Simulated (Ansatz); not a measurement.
Two members of one family (Same ligands, another metal), computed with Ansatz in the gas phase; def2 core potentials for Zr, no spin–orbit coupling. Binding counts from free atoms in the multiplicity of their measured ground term, without zero-point energy. A dash marks a value that wasn't run or was left out as unsound. The structures are stationary points that may keep the symmetry of their start. Remarks come from the PBE and PBE0 runs and from stability tests at other levels; not every state was tested. HOMO above LUMO (over both spins in singlets and doublets, within one spin in higher multiplets; at PBE or PBE0), or a gap under 0.15 eV within one spin, warns that the state may not be the lowest or that an electron is smeared out.

First: ZrClF3 (singlet, charge 0, PBE-D4/def2-SVP geometry).

```xyz
5

Zr    0.0579    0.0543    0.0197
Cl   -1.6069   -1.5134   -0.5392
F     1.4170   -0.7832    1.0544
F    -0.7031    1.4758    1.0295
F     0.8351    0.7665   -1.5645
```

```json
{"level": "PBE-D4/def2-TZVP", "HOMO (eV)": "-8.55", "LUMO (eV)": "-2.77", "gap (eV)": "5.79", "vertical IE (eV)": "12.21", "binding per atom (eV)": "–"}
{"level": "r2SCAN-D4/def2-TZVP", "HOMO (eV)": "-8.95", "LUMO (eV)": "-2.63", "gap (eV)": "6.32", "vertical IE (eV)": "12.43", "binding per atom (eV)": "–"}
{"level": "B3LYP-D4/def2-TZVP", "HOMO (eV)": "-9.74", "LUMO (eV)": "-2.19", "gap (eV)": "7.55", "vertical IE (eV)": "–", "binding per atom (eV)": "5.01"}
{"level": "PBE0-D4/def2-TZVP", "HOMO (eV)": "-10.03", "LUMO (eV)": "-1.95", "gap (eV)": "8.08", "vertical IE (eV)": "12.54", "binding per atom (eV)": "5.01"}
{"level": "LC-ωPBE/def2-TZVP", "HOMO (eV)": "-12.82", "LUMO (eV)": "0.46", "gap (eV)": "13.28", "vertical IE (eV)": "–", "binding per atom (eV)": "5.11"}
```

Metal–donor distances: 1 × Cl 2.35 Å, 3 × F 1.90 Å. Remarks: gap within one spin near zero at PBE or PBE0 (+1 doublet).

Second: TiClF3 (singlet, charge 0, PBE-D4/def2-SVP geometry).

| atom | x (Å) | y (Å) | z (Å) |
| --- | --- | --- | --- |
| Ti1 | 0.043 | -0.040 | -0.057 |
| Cl2 | -1.113 | 1.019 | 1.472 |
| F3 | 0.153 | -1.728 | 0.345 |
| F4 | 1.648 | 0.625 | -0.154 |
| F5 | -0.732 | 0.124 | -1.606 |

Task: Estimate how these quantities change from the first to the second (second minus first).

Result: 
```
              level  Δ HOMO (eV)  Δ LUMO (eV)  Δ gap (eV)  Δ vertical IE (eV)  Δ binding per atom (eV)
   PBE-D4/def2-TZVP        -0.17        -1.54       -1.37                0.20                        –
r2SCAN-D4/def2-TZVP        -0.18        -1.70       -1.51                0.18                        –
 B3LYP-D4/def2-TZVP        -0.20        -1.55       -1.35                   –                    -0.46
  PBE0-D4/def2-TZVP        -0.19        -1.51       -1.32                0.16                    -0.48
  LC-ωPBE/def2-TZVP        -0.16        -1.64       -1.48                   –                    -0.54
```

Metal–donor distances: 1 × Cl 2.19 Å, 3 × F 1.74 Å.
